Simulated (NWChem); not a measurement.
Species: silanone (SiH2O); SMILES O=[SiH2]

```xyz
4

Si     0.0000     0.0000    -0.4370
O      0.0000     0.0000     1.0951
H      0.0000    -1.2354    -1.2734
H      0.0000     1.2354    -1.2734
```
Atoms are numbered in this order, from 1.

Computed with NWChem. All runs use the structure optimised with PBE0/def2-SVP. GIAO values for the isolated, static molecule; σ is the absolute isotropic shielding.

Q: Order these by “σ O2 (ppm)”, lowest first: PBE0/pcSseg-1; PBE0/cc-pVTZ; PBE0/cc-pVDZ.

A: PBE0/pcSseg-1 (-204.1), PBE0/cc-pVDZ (-179.8), PBE0/cc-pVTZ (-165.4)
